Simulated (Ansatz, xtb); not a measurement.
## Ranking isomers of C6H6OS

3 gas-phase structures of C6H6OS, from a drawn sample of its isomers (lower ones may exist). Each was relaxed with GFN2-xTB:

A. `OC1=CCC(=S)C=C1`, a singlet
B. `O=C1C=CC(=S)CC1`, a singlet
C. `Oc1ccc(S)cc1`, a singlet

Question: Estimate their order in r2SCAN-D4/def2-SVP energy at these geometries, lowest first.

Answer: Calculated order at r2SCAN-D4/def2-SVP: C (0.0), B (68.2), A (98.3) kJ/mol.

Energies above the lowest of each column, in kJ/mol; the last columns are at PBE-D3(BJ)/def2-SVP geometries:

```
structure  GFN2-xTB  HF/STO-3G  r2SCAN-D4/def2-SVP  PBE-D3(BJ)/def2-SVP  CCSD(T)/def2-SVP + ΔMP2/def2-TZVPP
        C       0.0        0.0                 0.0                  0.0                                 0.0
        B      82.4       99.6                68.2                 63.6                                62.6
        A      81.2      172.3                98.3                 93.1                                99.6
```

Every level run on C puts it lowest or level with the lowest. Flexible structures stand in one conformer each, not always the lowest. The ΔMP2 step shifts differences by up to 21.9 kJ/mol, which makes them less sure. ΔMP2 is the change of the MP2 energy from the smaller to the larger basis.

Programs: Ansatz 0.2.0, xtb 6.7.1.
